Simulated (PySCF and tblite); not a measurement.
dimethyl malonate, C5H8O4, numbered as in [CH3:1][O:2][C:3](=[O:4])[CH2:5][C:6](=[O:7])[O:8][CH3:9].

Free energies: B3LYP-D3(BJ)/def2-SVPD (IEF-PCM, chloroform) on PBE0-D3(BJ)/def2-SVP structures plus GFN2-xTB thermal terms, symmetry and mirror images included. Conformers within 3 kcal/mol (GFN2-xTB free energy) were kept, 8 at most. GIAO shieldings: WP04/pcSseg-1 (IEF-PCM, chloroform). Shifts are against TMS (¹H), TMS (¹³C) at the same level. Programs: PySCF with density fitting and tblite.

Torsions listed: C1–O2–C3–O4, O2–C3–C5–C6, C3–C5–C6–O8, O7–C6–O8–C9. Of a mirror pair one member is shown.

| conformer | shape | weight % | dipole D |
| --- | --- | --- | --- |
| 1 | 2°, 51°, 49°, 2° | 48.0 | 2.04 |
| 2 | 0°, 156°, -63°, -5° | 41.5 | 3.62 |
| 3 | 0°, 131°, 131°, 1° | 10.5 | 2.79 |

Problem. How do the computed shifts compare with measured ones?

Solution. 
```csv
nucleus,signal,leading conformer,average,measured,medium
¹H,H1/H9,3.66,3.68,3.65,THF-d8
¹H,H5,3.27,3.31,3.35,THF-d8
¹³C,C1/C9,56.3,56.4,52.07,THF-d8
¹³C,C3/C6,175.9,176.4,167.14,THF-d8
¹³C,C5,46.0,45.3,41.15,THF-d8
```

Measured values: Fulmer et al., Organometallics 2010, 29, 2176. Mean difference for ¹H: 0.00 ppm, scatter 0.04 ppm. Mean difference for ¹³C: 5.91 ppm, scatter 2.37 ppm. The computed shifts are unscaled and lack vibrational corrections.
